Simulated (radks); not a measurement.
Problem. Species: Nd. Configuration: [Xe] 4f4 6s2. Method: scalar-relativistic Kohn-Sham, PBE, spin-unpolarised, spherical densities, finite nucleus; Fermi nuclear charge, rms radius 4.9123 fm; hard spherical wall at 20 bohr; computed with a radial shooting solver on a logarithmic mesh with Libxc functionals. Some entries of the table are withheld. Estimate them.

orbital  occ.  eigenvalue (hartree)  <1/r> (bohr^-1)  r(max) (bohr)
1s          2             -1594.841            66.04        0.01510
2s          2             -257.9619            15.26        0.08550
2p          6             -230.6163            14.39        0.06892
3s          2             -55.96623            5.562         0.2437
3p          6                   (1)            5.256         0.2387
3d         10             -35.37099            4.988         0.1961
4s          2             -11.12953            2.326         0.5651
4p          6              -8.30440            2.143         0.5899
4d         10              -4.28783            1.873            (2)
5s          2              -1.48686           0.8972          1.320
5p          6              -0.81183              (3)            (4)
6s          2              -0.12870           0.2821          3.796
5d          0              -0.07051           0.4061          2.231
4f          4              -0.06445            1.240         0.6625
6p          0              -0.04526           0.2025          5.044
7s          0               0.00061           0.1161          10.41

Solution. 
(1) 3p eigenvalue (hartree): -47.34047
(2) 4d r(max) (bohr): 0.6185
(3) 5p <1/r> (bohr^-1): 0.7548
(4) 5p r(max) (bohr): 1.498
